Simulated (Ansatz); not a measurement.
Problem. Name a neutral molecule of Br, C, F, O, Si and H with LUMO energy (PBE/def2-TZVPP) between -2.25 and -1.95 eV and HOMO–LUMO gap (PBE0/def2-TZVPP) between 7.85 and 8.15 eV (Ansatz, PBE0-D4/def2-TZVP geometry).

Solution. `O=CO[SiH](F)Br` (-1.97 eV, 8.07 eV). Other molecules can fit too; these were computed, each in one conformer that needn't be the lowest.
